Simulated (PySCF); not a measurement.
Si(OH)3(PH2) (H5O3PSi), SMILES [Si](O)(P)(O)O. Atoms are numbered in the order given.

```xyz
10

O     -0.5988    -0.3005     1.6752
Si    -0.3463    -0.1641     0.0438
O     -1.4981     0.7512    -0.7352
O     -0.4851    -1.6827    -0.6037
P      1.6979     0.7376    -0.2977
H     -1.3012    -0.9132     1.9315
H     -1.5595     1.6842    -0.4999
H     -0.7383    -1.7292    -1.5334
H      2.2615     0.1094     0.8540
H      1.3727     1.9382     0.4100
```
Charge 0, spin multiplicity 1.

Geometry: B3LYP-D3(BJ)/def2-SVP. This is a generated structure with no PubChem entry under its InChIKey; it may be hypothetical. One conformer was computed; it need not be the lowest.

Two levels are set side by side: PBE/pcSseg-1 (PySCF) and KT2/pcSseg-1 (PySCF). GIAO shifts against H2O (¹⁷O), PH3 (³¹P), TMS (²⁹Si), TMS (¹H) at the same level; non-relativistic, no solvent, atoms listed together averaged. Differences are taken from unrounded values.

```csv
quantity,KT2
δ(²⁹Si) of Si2 (ppm),-16.4
δ(³¹P) of P5 (ppm),-10.2
```

### Question
What does PBE give, and how far is it from KT2? (The exact figures need the calculation; the answer reports its results.)

### Answer

```
quantity                PBE  PBE minus KT2
--------------------  -----  -------------
δ(²⁹Si) of Si2 (ppm)  -19.5           -3.1
δ(³¹P) of P5 (ppm)     -9.0            1.2
```

Rough cost on one machine, each run with all the roots and properties that it gave: KT2 against PBE within a factor of 2.
